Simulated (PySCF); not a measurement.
Species: 3-methylquinoline, C₁₀H₉N.
Atom-mapped SMILES: `[CH3:1][c:2]1[cH:3][n:4][c:5]2[cH:6][cH:7][cH:8][cH:9][c:10]2[cH:11]1`

NICS = −σ at a ghost point: NICS(0) at the centroid of the ring atoms, NICS(1) 1 Å to either side along the normal of their mean plane, zz for the tensor component along that normal. Level: GIAO PBE0/pcSseg-1 (PySCF, non-relativistic, gas phase) on the GFN2-xTB geometry, one conformer.

Ring bond lengths (Å), with Mayer bond orders in brackets: C2–C3 1.413 (1.25), C3–N4 1.301 (1.64), N4–C5 1.349 (1.33), C5–C10 1.422 (1.16), C10–C11 1.409 (1.28), C11–C2 1.372 (1.49); C5–C6 1.410 (1.33), C6–C7 1.367 (1.55), C7–C8 1.405 (1.31), C8–C9 1.367 (1.56), C9–C10 1.409 (1.26), C10–C5 1.422 (1.16).

Question: Give the NICS values of each ring in ppm.

Answer: 
| ring | type | NICS(0) | NICS(1), two faces | NICS(1)zz, two faces | rms pucker (Å) | centre to ring atoms, mean (Å) |
| --- | --- | --- | --- | --- | --- | --- |
| C2–C3–N4–C5–C10–C11 | 6-membered ring with N; formal bonds all aromatic | -8.0 | -11.6 / -11.7 | -28.2 / -28.4 | 0.00 | 1.38 |
| C5–C6–C7–C8–C9–C10 | 6-membered carbocycle; formal bonds all aromatic | -8.8 | -11.8 / -11.8 | -29.5 / -29.5 | 0.00 | 1.40 |

Question: What can be read from them?

Answer: 
- C2–C3–N4–C5–C10–C11: mean NICS(1)zz -28.3 ppm, shielded. For a flat ring without four-coordinate atoms the NICS criterion counts such a value as aromatic, though in fused rings the probe also feels the neighbouring ring.
- C5–C6–C7–C8–C9–C10: mean NICS(1)zz -29.5 ppm, shielded, aromatic by this magnetic criterion (flat ring, no four-coordinate atom), though in fused rings the probe also feels the neighbouring ring.

Question: And the bond-length index? HOMA = 1 − mean of α(R − Ropt)² over the ring bonds, with Krygowski's 1993 parameters (CC: Ropt 1.388 Å, α 257.7 Å⁻²; CN: Ropt 1.334 Å, α 93.52 Å⁻²).

Answer: 
- C2–C3–N4–C5–C10–C11: HOMA 0.87; the largest term is that of C5–C10, α(R − Ropt)² = 0.29. The geometric and the magnetic index point the same way.
- C5–C6–C7–C8–C9–C10: HOMA 0.86 = 1 − EN − GEO, with mean bond length 1.396 Å, EN = α(Ropt − mean)² = 0.019 and GEO = α × variance = 0.120. The geometric and the magnetic index point the same way.

Question: Give the inner angles of the rings and the Hirshfeld charges of the ring atoms.

Answer: 
- C2–C3–N4–C5–C10–C11: C2 117.2° (+0.003 e), C3 124.7° (+0.017 e), N4 118.7° (-0.160 e), C5 121.8° (+0.045 e), C10 117.5° (-0.010 e), C11 120.0° (-0.040 e); sum 720.0° against 720° for a flat convex ring.
- C5–C6–C7–C8–C9–C10: C5 119.3° (+0.045 e), C6 120.2° (-0.049 e), C7 120.6° (-0.047 e), C8 120.5° (-0.049 e), C9 120.4° (-0.051 e), C10 119.0° (-0.010 e); sum 720.0° against 720° for a flat convex ring.

Question: How shielded are the nuclei of the rings and their hydrogens (means over atoms taken as equivalent)?

Answer: 
| atoms | environment | σ isotropic (ppm) |
| --- | --- | --- |
| C2 | substituted aromatic carbon | 51.8 |
| C3 | aromatic CH next to a ring nitrogen | 30.5 |
| N4 | pyridine-type nitrogen | -91.5 |
| C5 | ring-fusion aromatic carbon | 35.9 |
| C6 | aromatic CH carbon | 48.8 |
| C7 | aromatic CH carbon | 52.9 |
| C8 | aromatic CH carbon | 54.7 |
| C9 | aromatic CH carbon | 54.3 |
| C10 | ring-fusion aromatic carbon | 55.0 |
| C11 | aromatic CH carbon | 46.3 |
| H on C3 | aromatic hydrogen | 22.57 |
| H on C6 | aromatic hydrogen | 23.12 |
| H on C7 | aromatic hydrogen | 23.67 |
| H on C8 | aromatic hydrogen | 23.83 |

The list is cut; further classes of hydrogen are left out.
